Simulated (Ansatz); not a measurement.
Basis-set extrapolation for BFH$_{4}$O$_{2}$Si (`BO[SiH](O)F`) (PBE0-D4/def2-TZVP geometry, frozen core, Ansatz). Multiplicity 1, RHF reference.

```tsv
	def2-TZVPP	def2-QZVPP
HF	-565.467912	-565.491762
MP2 correlation	-0.936934	-1.016644
CCSD(T) correlation	-0.992163	not run
```

Energies in hartree. Use E(X) = E(∞) + A·exp(−7.88·√X) for Hartree–Fock and E(X) = E(∞) + B·X^(−2.97) for correlation, with X = 3 and 4, and add CCSD(T) minus MP2 of the smaller set to the MP2 limit.

**Question.** What is the CCSD(T) energy at the basis-set limit?

**Answer.** HF limit: -565.491762 + (-0.023850) × 0.13774 = -565.49505. MP2 limit: -1.016644 + (-0.079710) × 0.74074 = -1.07569. Higher-order term: -0.992163 − (-0.936934) = -0.05523. Total: -566.62597 hartree, 4.51 eV below CCSD(T)/def2-TZVPP.
